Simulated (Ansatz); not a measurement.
`CO[SiH](C)[SeH]` + H–F → `C[SiH](F)[SeH]` + CH₃OH  (ligand exchange at the Si–O bond)

Computed with Ansatz on PBE0-D4/def2-TZVP structures; ΔE is electronic, products minus reactants. CCSD(T)/CBS adds triple-zeta CCSD(T) − MP2 to the extrapolated MP2 energy (def2 sets, frozen cores). This one scheme is used for every species. DFT in def2-TZVPP. For Se outer-core shells are correlated without core-valence functions, which leaves a few kJ/mol of doubt a bond. Scalar relativity is left out up to krypton. One conformer a species, not always the lowest.

`CO[SiH](C)[SeH]`:

Cartesian coordinates in Å:
```
C 1.770 0.422 -1.128
O 0.741 0.778 -0.235
Si -0.573 -0.156 0.062
C -1.553 0.704 1.376
Se -0.005 -2.242 0.820
H 2.272 -0.497 -0.805
H 2.500 1.232 -1.147
H 1.386 0.274 -2.144
H -1.329 -0.368 -1.203
H -2.496 0.185 1.555
H -0.993 0.739 2.313
H -1.768 1.731 1.070
H 0.048 -2.801 -0.535
```

H–F:

Cartesian coordinates in Å:
```
F 0.264 -0.376 0.009
H -0.264 0.376 -0.009
```

`C[SiH](F)[SeH]`:

```xyz
9

C     0.156   -0.090    1.158
Si   -0.616   -0.196   -0.521
F    -1.686    0.990   -0.640
Se    0.912   -0.074   -2.193
H     0.855   -0.915    1.308
H     0.702    0.849    1.276
H    -0.615   -0.137    1.931
H    -1.338   -1.466   -0.764
H     1.630    1.038   -1.556
```

CH₃OH:

Z-matrix (Å, degrees):
```
C
O 1 1.409
H 1 1.097 2 112.4
H 1 1.090 2 107.0 3 -118.5
H 1 1.097 2 112.4 3 123.0
H 2 0.959 1 108.5 3 -61.6
```

| level | ΔE (kcal/mol) |
| --- | --- |
| PBE-D4 | -8.7 |
| SCS-MP2/def2-QZVPP | -8.4 |

**Question.** What does CCSD(T)/CBS give? (Estimate.)

**Answer.** Ansatz gave: -8.0 kcal/mol. The listed levels differ from it by -0.7, -0.4 kcal/mol.

Largest T1 diagnostic among the species: 0.010.

The D4 term adds +2.6 kcal/mol with B3LYP and +1.5 kcal/mol with PBE0; it sums over pairs of atoms, weighted by their polarisabilities, and B3LYP, whose exchange is more repulsive, gets the larger term. In def2-TZVPP, CCSD(T) changes the Hartree–Fock value by +3.7 kcal/mol (the triples alone add +0.6 kcal/mol) and MP2 by +4.6 kcal/mol.

B3LYP here is the variant with VWN-RPA as its local correlation; programs differ in this.
